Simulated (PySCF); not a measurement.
# A small calculation by hand: refractive index and permittivity of the vapour

C3H7ClOSi, SMILES O=CCC[SiH2]Cl.

Geometry optimised at PBE0-D3(BJ)/def2-SVP. This is a generated structure with no PubChem entry under its InChIKey; it may be hypothetical. Other conformers were not sampled.

PBE/def2-TZVP (PySCF) gives a mean static polarisability of 78.2 bohr³ and a dipole moment of 4.35 D. Take an ideal gas at 298.15 K and 0.1 bar, whether or not the substance is that volatile.

Question: Work out n − 1 in the optical limit and the static ε − 1.

Answer: 
Polarisability volume α' = 78.2 × 0.148185 = 11.59 Å³. Number density N = p/kT = 2.43e-6 Å⁻³.
Dilute limit of Lorentz–Lorenz: n − 1 = 2π N α' = 0.00018.
Orientation term of Debye: μ²/(3kT) = 8.098 Å³ × μ²(D²) = 153.23 Å³.
ε − 1 = 4π N (α' + μ²/3kT) = 0.0050. Orientation of the dipole supplies 93 % of the static response; it can't follow optical fields. Vibrational polarisation and dispersion are left out.
